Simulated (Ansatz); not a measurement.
The cluster Mn3, relaxed as a octet with UKS PBE0-D4/def2-TZVP in Ansatz, starting from the PBE0-D4/def2-TZVP geometry of the neutral multiplicity 12. Force threshold 0.02 eV/Å.

The charge 0 octet is spin-contaminated (final ⟨S²⟩ up to 20.09, 15.75 for a pure state). The relaxation made no stability test and no search for a lower SCF solution. The structure comes from a short search, and lower isomers may exist.

Start:

```xyz
3

Mn    0.887    0.555    1.008
Mn    0.174   -1.373   -0.443
Mn   -1.060    0.817   -0.565
```

Question: Estimate the energy that the relaxation releases and the steps that it takes.

Answer: 0.18 eV, in 4 steps; 17 s on 4 threads of AMD EPYC 9B14 on a shared host. No frequencies were taken in this run, so the end may be a saddle point.

Question: Does the start keep its bonding and symmetry?

Answer: By distances, no bond broke or formed. The bond that changes most is Mn1–Mn2, from 2.52 to 2.74 Å (atoms count from 1). Point group D3h at the start, C2v at the end, both within 0.05 Å.

Question: Predict the relaxed structure.

Answer: 
Cartesian coordinates in Å:
```
Mn 0.973 0.609 1.106
Mn 0.167 -1.464 -0.489
Mn -1.139 0.854 -0.617
```
Bond lengths (bridged metal pairs left out): 3 × Mn–Mn 2.66 to 2.74 Å.
